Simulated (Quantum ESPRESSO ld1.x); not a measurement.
Task: Te XLVI, configuration [He] 2s1 2p4 (not the ground configuration). Method: scalar-relativistic Kohn-Sham, LDA (Slater exchange, Perdew-Wang correlation), spin-polarised, spherical densities, point nucleus; open shells are filled with parallel spins first; computed with ld1.x of Quantum ESPRESSO 7.5. Some entries of the table are withheld. Estimate them.

| orbital | occ. | eigenvalue (hartree) | r(max) (bohr) | <r^2> (bohr^2) |
|---|---|---|---|---|
| 1s up | 1 | -1297.85 | 0.01793 | 0.001044 |
| 1s down | 1 | -1296.43 | 0.01793 | 0.001043 |
| 2s up | 1 | -298.208 | 0.09911 | 0.01560 |
| 2s down | 0 | -295.869 | 0.09924 | 0.01569 |
| 2p up | 3 | -283.167 | 0.07878 | 0.01206 |
| 2p down | 1 | -280.664 | 0.07883 | 0.01213 |
| 3s up | 0 | -125.566 | 0.2584 | (1) |
| 3s down | 0 | -124.929 | 0.2595 | (2) |
| 3p up | 0 | (3) | 0.2455 | (4) |
| 3p down | 0 | (5) | 0.2467 | (6) |
| 3d up | 0 | -116.980 | 0.1899 | 0.05688 |
| 3d down | 0 | -115.963 | 0.1917 | 0.05787 |

Result: 
(1) 3s up <r^2> (bohr^2): 0.08282
(2) 3s down <r^2> (bohr^2): 0.08352
(3) 3p up eigenvalue (hartree): -121.021
(4) 3p up <r^2> (bohr^2): 0.07681
(5) 3p down eigenvalue (hartree): -120.332
(6) 3p down <r^2> (bohr^2): 0.07759
